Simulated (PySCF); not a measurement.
## Atomic charges against the basis set

Compound: ClFH4Si2.
Structure used (PBE0-D3(BJ)/def2-SVP), in Å, numbered top down from 1:
```
atom  x, y, z in Å
F1    -1.8249   -1.2976   -0.6933
Si2   -1.1724   -0.0325    0.1039
Si3    1.1506   -0.0819   -0.1843
Cl4    1.8528    1.5847    0.8450
H5    -1.5232   -0.1468    1.5486
H6    -1.7408    1.2268   -0.4559
H7     1.5463    0.0351   -1.6171
H8     1.7715   -1.3054    0.3994
```

PBE0 throughout (PySCF), one geometry, spherical d and f functions. The structure is a single PBE0-D3(BJ)/def2-SVP conformer in the gas phase; no vibrational or solvent corrections. Atoms taken as equivalent share a column and are averaged.

Mulliken charges (e):

```csv
basis,functions,F1,Si2,Si3,Cl4,H5/H6,H7/H8
STO-3G,36,-0.236,+0.530,+0.470,-0.358,-0.113,-0.090
6-31G,56,-0.465,+0.778,+0.331,-0.311,-0.108,-0.058
pcSseg-0,56,-0.497,+0.691,+0.246,-0.379,-0.048,+0.017
6-31G*,76,-0.408,+0.640,+0.249,-0.272,-0.074,-0.031
cc-pVDZ,88,-0.329,+0.496,+0.197,-0.230,-0.053,-0.013
def2-SVP,88,-0.356,+0.541,+0.304,-0.270,-0.070,-0.039
aug-cc-pVDZ,140,-0.608,+0.169,-0.204,-0.407,+0.262,+0.263
"6-311+G(2d,p)",156,-0.449,+0.555,+0.224,-0.193,-0.042,-0.026
def2-TZVP,166,-0.330,+0.395,+0.214,-0.248,-0.017,+0.002
cc-pVTZ,188,-0.300,+0.423,+0.207,-0.229,-0.037,-0.013
IGLO-III,207,-0.491,+0.812,+0.698,-0.392,-0.161,-0.153
```

IAO charges (e):

```tsv
basis	functions	F1	Si2	Si3	Cl4	H5/H6	H7/H8
STO-3G	36	-0.358	+0.655	+0.449	-0.310	-0.120	-0.098
6-31G	56	-0.500	+0.683	+0.351	-0.290	-0.075	-0.048
pcSseg-0	56	-0.481	+0.661	+0.303	-0.275	-0.069	-0.035
6-31G*	76	-0.524	+0.795	+0.460	-0.316	-0.117	-0.091
cc-pVDZ	88	-0.523	+0.781	+0.466	-0.314	-0.114	-0.090
def2-SVP	88	-0.522	+0.789	+0.470	-0.306	-0.119	-0.096
aug-cc-pVDZ	140	-0.538	+0.787	+0.472	-0.319	-0.112	-0.089
6-311+G(2d,p)	156	-0.543	+0.808	+0.489	-0.321	-0.120	-0.097
def2-TZVP	166	-0.544	+0.819	+0.497	-0.323	-0.124	-0.101
cc-pVTZ	188	-0.540	+0.808	+0.487	-0.322	-0.120	-0.097
IGLO-III	207	-0.544	+0.814	+0.491	-0.317	-0.122	-0.099
```

Question: Which scheme is steadiest as the basis changes?

Answer: Largest range over the bases for any column: IAO 0.19 e, Mulliken 0.90 e. IAO charges move least and Mulliken charges most, counted in e. Without the minimal STO-3G basis the ranges are IAO 0.19, Mulliken 0.90 e.

Question: How much do the charges still move between the two largest bases, cc-pVTZ and IGLO-III?

Answer: At most, over all atoms: Mulliken 0.491 e, IAO 0.006 e.

Question: What do the same runs give for the total energy, the frontier levels and the dipole moment?

Answer: 
| basis | energy (Eh) | HOMO (eV) | LUMO (eV) | μ (D) |
| --- | --- | --- | --- | --- |
| STO-3G | -1127.8745 | -5.14 | 4.18 | 2.22 |
| 6-31G | -1140.8551 | -8.50 | -1.28 | 0.41 |
| pcSseg-0 | -1139.5493 | -8.62 | -1.44 | 0.64 |
| 6-31G* | -1140.9707 | -8.28 | -1.11 | 0.47 |
| cc-pVDZ | -1141.0304 | -8.25 | -1.03 | 0.13 |
| def2-SVP | -1140.6216 | -8.26 | -0.99 | 0.10 |
| aug-cc-pVDZ | -1141.0496 | -8.35 | -1.32 | 0.13 |
| 6-311+G(2d,p) | -1141.1020 | -8.38 | -1.37 | 0.11 |
| def2-TZVP | -1141.1184 | -8.32 | -1.24 | 0.10 |
| cc-pVTZ | -1141.1209 | -8.31 | -1.19 | 0.11 |
| IGLO-III | -1141.1118 | -8.30 | -1.13 | 0.20 |

The dipole is fixed by the density alone, so its range of 2.12 D shows that the density itself changes with the basis, not only its division among atoms.
